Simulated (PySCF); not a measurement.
# Dipole response of Ga³⁺ (gallium, charge +3)

[Ar] 3d10, closed-shell 1S. Computed with PySCF 2.14 in aug-cc-pVQZ-DK (8s7p5d3f2g, 93 functions), with scalar relativity by spin-free X2C-1e. Coupled (time-dependent) response in atomic units; α is the mean over directions.

| method | mean α (bohr³) | C₆ (like pair) | S(−4) |
| --- | --- | --- | --- |
| wB97X-V | 1.222 | 1.894 | 0.6493 |

S(−4) is the Cauchy moment in α(ω) = α(0) + S(−4) ω² + …

α(iu) at wB97X-V:

```json
{"u (hartree)": "0", "α(iu) (bohr³)": "1.222"}
{"u (hartree)": "0.0500", "α(iu) (bohr³)": "1.220"}
{"u (hartree)": "0.100", "α(iu) (bohr³)": "1.216"}
{"u (hartree)": "0.200", "α(iu) (bohr³)": "1.197"}
{"u (hartree)": "0.300", "α(iu) (bohr³)": "1.168"}
{"u (hartree)": "0.500", "α(iu) (bohr³)": "1.087"}
{"u (hartree)": "0.750", "α(iu) (bohr³)": "0.9697"}
{"u (hartree)": "1.00", "α(iu) (bohr³)": "0.8551"}
{"u (hartree)": "1.50", "α(iu) (bohr³)": "0.6643"}
{"u (hartree)": "2.00", "α(iu) (bohr³)": "0.5229"}
{"u (hartree)": "3.00", "α(iu) (bohr³)": "0.3393"}
{"u (hartree)": "5.00", "α(iu) (bohr³)": "0.1674"}
```

A single London oscillator, α(iu) = α/(1 + u²/ω²), gives C₆ = (3/4) ω α². Matching the computed C₆ needs ω = 4 × 1.894 / (3 × 1.222²) = 1.69 hartree.

For an ion, C₆ is the dispersion term alone; charge-induced terms of lower order in 1/R come first.
